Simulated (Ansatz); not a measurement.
Isomers of C$_{2}$H$_{8}$N$_{2}$Si, relaxed with PBE0-D4/def2-TZVP in Ansatz; electronic energies, one conformer each and not always the lowest. Functionals use def2-TZVPP; CBS adds triple-zeta CCSD(T) − MP2 to the MP2 limit of def2-TZVPP and def2-QZVPP.

**Question.** Order them by energy at frozen-core CCSD(T)/CBS, lowest first. (An estimate is asked.)
A. `CNC(=N)[SiH3]`
B. `NC1NC[SiH2]1`
C. `C/N=C/N[SiH3]`

**Answer.** C (0.0 kcal/mol), A (16.4 kcal/mol), B (31.0 kcal/mol).

**Question.** How do B3LYP, HF/CBS(def2), B2PLYP, MP2/CBS(def2) place them (kcal/mol, against `C/N=C/N[SiH3]`)? (Best estimate.)

**Answer.** The calculation gave: 
```
         isomer  B3LYP  HF/CBS(def2)  B2PLYP  MP2/CBS(def2)
`CNC(=N)[SiH3]`   16.5          19.9    16.9           17.0
 `NC1NC[SiH2]1`   36.3          41.4    35.2           30.7
```

B3LYP here is the variant with VWN-RPA as its local correlation; programs differ in this.
